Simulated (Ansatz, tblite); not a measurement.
Removing an electron: (H2Al-mu-NH2)2 (Al₂N₂H₈). The state is a singlet with charge 0. Geometry: PBE0-D4/def2-SVP. Ansatz, gas phase; energy differences of separate SCF runs; the oxidised species was run as a doublet alone.

```xyz
12

Al   -1.0055    0.9968    0.1450
H    -0.8655    2.0379    1.3456
H    -2.2106    1.0158   -0.9000
N    -0.7140   -0.8363    0.8047
Al    1.0044   -0.9976   -0.1469
H     0.8679   -2.0395   -1.3470
H     2.2075   -1.0147    0.9005
N     0.7132    0.8358   -0.8060
H    -1.4242   -1.5094    0.5131
H    -0.6462   -0.9175    1.8201
H     1.4220    1.5076   -0.5078
H     0.6509    0.9212   -1.8213
```

The xTB rows come from tblite. HOMO above LUMO, or a gap near zero within one spin, warns that the state may not be the lowest or that an electron is smeared out.

```
              level  −HOMO (eV)  vertical IE (eV)  −LUMO (eV)  HOMO–LUMO gap (eV)                                     remarks
           GFN1-xTB       10.87             13.76        4.46                6.40                                           –
r2SCAN-D4/def2-TZVP        7.00              9.53        0.52                6.48  gap within one spin near zero (+1 doublet)
```

(1) Estimate the rows for GFN2-xTB, PBE0-D4/def2-TZVP.

Answers

(1) 
```tsv
level	−HOMO (eV)	vertical IE (eV)	−LUMO (eV)	HOMO–LUMO gap (eV)
GFN2-xTB	10.42	13.00	4.65	5.78
PBE0-D4/def2-TZVP	7.96	9.87	0.26	7.70
```

Relaxing the oxidised species (PBE0-D4/def2-SVP) changes its energy by -0.61 eV at PBE0-D4/def2-TZVP, so the adiabatic ionisation energy to this nearest minimum is 9.25 eV.  Run but left out: PBE-D4/def2-TZVP (charge +1 doublet: an occupied level 0.01 eV above an empty one).  Raw xTB energy differences between charge states are shifted by several eV; the methods need an empirical correction for them.
